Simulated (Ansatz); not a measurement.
Ideal-gas functions of C3H4Se (`[Se]=C1CC1`) at 298.15 K and 1 bar, from an Ansatz frequency run at PBE0-D4/def2-TZVP.

Molar mass 119.02 g/mol, point group C2v (symmetry number 2), electronic degeneracy 1, moments of inertia 23.948, 201.491, 218.73 u Å². Harmonic wavenumbers (cm⁻¹, unscaled): 250, 312, 500, 698, 734, 968, 980, 1042, 1056, 1068, 1165, 1389, 1419, 1505, 3126, 3127, 3200, 3213.

Use S(trans) = R[1.5 ln M + 2.5 ln T − 1.1517]; rotational temperatures θ = 24.2544 K / I; S(rot) = R[ln(√π/σ · √(T³/θAθBθC)) + 1.5]; for each mode x = 1.438777 ν̃/T, S = R[x/(eˣ − 1) − ln(1 − e⁻ˣ)] and H = RT x/(eˣ − 1); 1 cm⁻¹ = 0.0119627 kJ/mol; R = 8.31446 J/(mol·K).

**Question.** By hand: the entropy, in J/(mol·K).

**Answer.** Translation 168.5. Rotation: θ = 1.0128, 0.1204, 0.1109 K, giving 100.4. Vibration, mode by mode: 7.24, 5.66, 2.75, 1.29, 1.12, 0.45, 0.42, 0.33, 0.31, 0.30, 0.20, 0.08, 0.07, 0.05, 0.00, 0.00, 0.00, 0.00, in all 20.3. Electronic 0.0. Sum 289.2 J/(mol·K).

**Question.** By hand: H − E and G − E in kJ/mol, counted from the electronic energy.

**Answer.** Zero-point energy ½ × 25752 × 0.0119627 = 154.0; thermal vibration 4.0; translation, rotation and pV give 4 RT = 9.9. H − E = 167.9 kJ/mol, and G − E = 167.9 − 298.15 × 289.2/1000 = 81.7 kJ/mol.

Vibration gives 7 % of the entropy.
